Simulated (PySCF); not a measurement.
## C₆ coefficients of unlike pairs at PBEsol

Calculated with PySCF 2.14 from the dipole response of each species, C₆(A,B) = (3/π) ∫ α_A(iu) α_B(iu) du, in atomic units, from isotropic polarisabilities. For ions this is the dispersion term alone; charge-induced terms of lower order in 1/R come first.

```tsv
species	configuration	basis	relativity	α (bohr³)	C₆ (like pair)
Zn⁺	[Ar] 3d10 4s1 (2S)	x2c-TZVPPall with one added diffuse shell each of s, p, d, f type (7s6p5d3f1g)	spin-free X2C	16.77	70.52
Ar⁺	[Ne] 3s2 3p5 (2P)	dyall-acv3z (19s12p6d4f)	spin-free X2C	7.056	32.02
C²⁺	[He] 2s2 (1S)	aug-cc-pwCVTZ (7s6p4d2f)	none	4.237	6.546
```

Q: Estimate C₆ for C²⁺ with Ar⁺.

A: The integral gives 14.01. The combination rule 2 C_A C_B / (C_A α_B/α_A + C_B α_A/α_B) gives 13.91 and the geometric mean 14.48.

No spin-orbit coupling is included.

The other pairs:

```csv
pair,C₆
"Ar⁺, Zn⁺",44.61
"C²⁺, Zn⁺",21.24
```
